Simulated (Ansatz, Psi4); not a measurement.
Worked example: C3H8Mg + Si2H4F2 → C2H5FMg + CH7FSi2

Species: C3H8Mg `C[CH2][Mg][CH3]`, singlet; Si2H4F2 `F[SiH2][SiH2]F`, singlet; C2H5FMg `C[CH2][Mg][F]`, singlet; CH7FSi2 `C[SiH2][SiH2]F`, singlet. The partners trade CH3 for F: Mg–CH3 and Si–F bonds give way to Mg–F and Si–CH3.

Shapes, held fixed at every level: PBE0-D4/def2-TZVP. Flexible molecules stand in one conformer, not always the lowest. Programs: Ansatz 0.2.0. Electronic energies: no zero-point or thermal term.

At CCSD(T)/def2-TZVPP; 1 Eh = 2625.50 kJ/mol:

```
species  energy (Eh)
 C3H8Mg  -318.704743
Si2H4F2  -780.105314
C2H5FMg  -378.687830
CH7FSi2  -720.152731
```

Task: Work out ΔE of the reaction at this level.

Result: 
1. Products less reactants: (-378.687830) + (-720.152731) − [(-318.704743) + (-780.105314)] = -0.030504 Eh = -80.1 kJ/mol.

Other levels give -88.7 (PBE-D4/def2-TZVPP) to -72.9 kJ/mol (HF/def2-TZVPP). No measured value is set beside it here. Outer-core shells of Mg are correlated in most correlated rows, in sets that cover them unevenly.
